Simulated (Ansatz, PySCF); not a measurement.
CH3BrGeO, SMILES [O]([Ge][Br])C (connectivity only; charge and spin as stated), neutral, multiplicity 1.

Coordinates come from a PBE0-D3(BJ)/def2-SVP optimisation. The structure was generated by enumeration; whether it is a known compound was not checked. One conformer was computed; it need not be the lowest.

Vertical ionisation energy (IE) and electron affinity (EA) in eV. Rows of orbital energies are one-electron estimates. Where ΔSCF, EOM or ADC give a negative EA the extra electron is unbound and the value depends on the basis.

```csv
level,IE,EA
"−ε(HOMO), −ε(LUMO), HF/def2-TZVP (PySCF)",10.13,-0.66
"−ε(HOMO), −ε(LUMO), PBE/def2-TZVP (PySCF)",6.67,3.05
"ΔSCF, CAM-B3LYP/def2-SVPD (Ansatz), final states of multiplicity 2 and 2",10.08,0.62
"ΔSCF, PBE/def2-SVPD (Ansatz), final states of multiplicity 2 and 2",9.73,0.46
```

Q: What vertical singlet–triplet gap does ΔSCF give with CAM-B3LYP/def2-SVPD (Ansatz, a first-principles code) and with PBE/def2-SVPD (Ansatz)? (The exact figures need the calculation; the answer reports its results.)

A: 3.34 and 3.29 eV (triplet above singlet where positive).
